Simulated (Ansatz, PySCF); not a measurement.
Molecule: C3H6O, net charge 0, singlet state. 
Geometry from a B3LYP-D3(BJ)/def2-TZVP (Ansatz, an electronic-structure program) optimisation:
```xyz
10

C     -1.5095     0.1353    -0.0295
C     -0.1424    -0.4792    -0.1055
C      1.0242     0.2621    -0.5856
O      0.8383     0.0192     0.8123
H     -2.0569    -0.2511     0.8326
H     -2.0846    -0.1000    -0.9282
H     -1.4388     1.2192     0.0666
H     -0.1200    -1.5621    -0.2107
H      0.9041     1.2970    -0.8935
H      1.8563    -0.2662    -1.0411
```
Charge 0, spin multiplicity 1.

Quantity: atomisation energy (electronic, to ground-state atoms), in kcal/mol. Valence correlation only, unless marked. UHF or UKS for open shells. No spin-orbit coupling. No relativistic terms. The coupled-cluster limit lacks core correlation, which all-electron functionals hold. CBS(X,Y): correlation extrapolated as X^-3; Hartree-Fock from the larger set. The bracket is a focal-point correction in the basis named.

```csv
level,program,atomisation energy (kcal/mol),rough core time
HF/cc-pVTZ,Ansatz,687.6,-
HF/def2-TZVPD,PySCF,686.7,-
HF-D4/def2-TZVPD,PySCF + dftd4,700.0,-
B3LYP-D4/def2-TZVPD,Ansatz + dftd4,948.2,under 20 s
B3LYP/def2-TZVPD,Ansatz,943.0,under 20 s
PBE0/def2-TZVPD,Ansatz,953.7,under 20 s
BHLYP-D4/def2-TZVPD,Ansatz + dftd4,917.4,under 20 s
TPSSh-D4/def2-TZVPD,PySCF + dftd4,955.0,-
HSE06-D4/def2-TZVPD,Ansatz + dftd4,957.2,under 20 s
HSE06/def2-TZVPD,Ansatz,954.7,under 20 s
LC-wPBE-D3(BJ)/def2-TZVPD,Ansatz + dftd3,955.2,under 20 s
B2GP-PLYP-D3(BJ)/def2-TZVPD,Ansatz + dftd3,937.1,under 20 s
MP2/STO-3G,Ansatz,930.9,-
"RI-MP2/CBS(cc-pVTZ,cc-pVQZ)",Ansatz,965.7,21 s
"RI-MP2/CBS(aug-cc-pVTZ,aug-cc-pVQZ)+[CCSD(T)-MP2]/aug-cc-pVTZ",Ansatz,949.4,-
```

Core times are rough, on shared machines, summed over the molecules involved; a dash marks a level read off another run, or run on other hardware, by another program or under a memory cap.
